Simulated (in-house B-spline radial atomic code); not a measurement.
K⁺. Computed with a B-spline radial atomic code. Model: non-relativistic spherical atom: semilocal Troullier-Martins pseudo-atom, one channel per l, against all electrons, high spin, G0W0 and RPA with empty states to l = 8, local potential for every l without a channel, a model core (radius 0 = none) keeps its share of the functional.

What the tables leave out is listed at the end.

The pseudopotential gives back the lowest level of each angular momentum of its own functional in the configuration it was made in; a second state of the same l is only approximately right. Exact exchange, RPA and GW see the smooth pseudo-orbitals and miss the exchange with the core, for which the functional's share stands in. The column with an uncorrelated core keeps all orbitals and exact exchange, and so separates missing core correlation from pseudisation. Only the three outermost levels and the lowest empty one were computed. RPA here is direct RPA, with no exchange kernel, and its energies carry an (l + 1/2)⁻⁴ tail. A hybrid on a potential with a model core restores only its own semilocal share of the core's exchange.

Command:
```bash
python run_psgw.py task.json out
```
Settings (lengths in bohr, energies in hartree):
```
Z                      19
electrons              18
configuration          [Ne] 3s2 3p6
generated_in           [Ar] 4s1
functional             pbe,pbe
core_shells            3
radius_factor          1.15
core_correction        False
```

Cost of the run: 19 s on 1 thread of Arm Neoverse N1, on a shared host.

Given: made with PBE; model core radius 0 bohr; local radius 1.258 bohr; mean-field start PBE.

Valence shells of the generating configuration: 3s, 3p, 4s.

Channel: s 1.245, p 1.332 (radii in bohr).

Computed: largest level miss in the spin-unpolarised generating configuration 0.012 eV; valence RPA correlation energy all-electron orbitals -0.44667 hartree; valence RPA correlation energy pseudo -0.43303 hartree; pseudo-atom RPA polarisability 5.0485 bohr³.

```json
{"level": "3p", "occupied": "1", "mean-field all-electron (eV)": "-24.896", "mean-field pseudo minus all (eV)": "-0.023", "G0W0 all-electron (eV)": "-31.458", "G0W0 uncorrelated core minus all (eV)": "0.132", "G0W0 pseudo minus all (eV)": "-0.079", "exchange self-energy all-electron (eV)": "-27.875", "exchange self-energy pseudo (eV)": "-24.917"}
{"level": "4s (empty)", "occupied": "0", "mean-field all-electron (eV)": "-6.1818", "mean-field pseudo minus all (eV)": "-0.035", "G0W0 all-electron (eV)": "-4.1228", "G0W0 uncorrelated core minus all (eV)": "0.014", "G0W0 pseudo minus all (eV)": "-0.004", "exchange self-energy all-electron (eV)": "-1.3102", "exchange self-energy pseudo (eV)": "-0.95738"}
```

Task: What is the all-electron RPA polarisability, core included?

Result: 5.184 bohr³.

Given: mean-field start PBE0.

Computed: valence RPA correlation energy all-electron orbitals -0.41577 hartree; valence RPA correlation energy pseudo -0.40647 hartree; all-electron RPA polarisability, core included 4.6844 bohr³.

```
     level  occupied  mean-field all-electron (eV)  mean-field pseudo minus all (eV)  G0W0 all-electron (eV)  G0W0 uncorrelated core minus all (eV)  G0W0 pseudo minus all (eV)  exchange self-energy all-electron (eV)  exchange self-energy pseudo (eV)
        3p         1                       -26.922                             -0.02                 -31.708                                  0.131                      -0.055                                 -27.839                           -24.948
4s (empty)         0                       -5.5434                            -0.028                 -4.2048                                  0.012                      -0.007                                 -1.1046                          -0.81662
```

Task: What is the pseudo-atom RPA polarisability?

Result: 4.5683 bohr³.

Given: mean-field start Hartree-Fock.

Computed: valence RPA correlation energy all-electron orbitals -0.34731 hartree; valence RPA correlation energy pseudo -0.34516 hartree; pseudo-atom RPA polarisability 3.6687 bohr³.

```
     level  occupied  mean-field all-electron (eV)  mean-field pseudo minus all (eV)  G0W0 all-electron (eV)  G0W0 uncorrelated core minus all (eV)  G0W0 pseudo minus all (eV)  exchange self-energy all-electron (eV)  exchange self-energy pseudo (eV)
        3p         1                       -31.852                            -0.083                 -32.194                                  0.127                       0.054                                 -27.603                           -24.938
        3s         1                       -53.438                             0.031                 -50.032                                  0.088                      -0.149                                  -35.37                           -31.675
4s (empty)         0                       -3.9988                            -0.014                 -4.2625                                  0.006                      -0.007                                 -0.5367                          -0.40888
```

Task: What is the all-electron RPA polarisability, core included?

Result: 3.7704 bohr³.

Among the listed levels the largest G0W0 shift of the pseudo-atom is -0.15 eV, for 3s on the Hartree-Fock start, while leaving the core uncorrelated moves that level by +0.09 eV. The rest, -0.24 eV, comes from pseudisation and the lost core exchange. Not in the tables (levels of low weight, unsolved or above zero; the highest and the empty levels are kept at any weight): on PBE the G0W0 levels 3s (pseudo minus all -0.87 eV, weights 0.48 and 0.48); on PBE0 the G0W0 levels 3s (pseudo minus all -0.57 eV, weights 0.64 and 0.67).
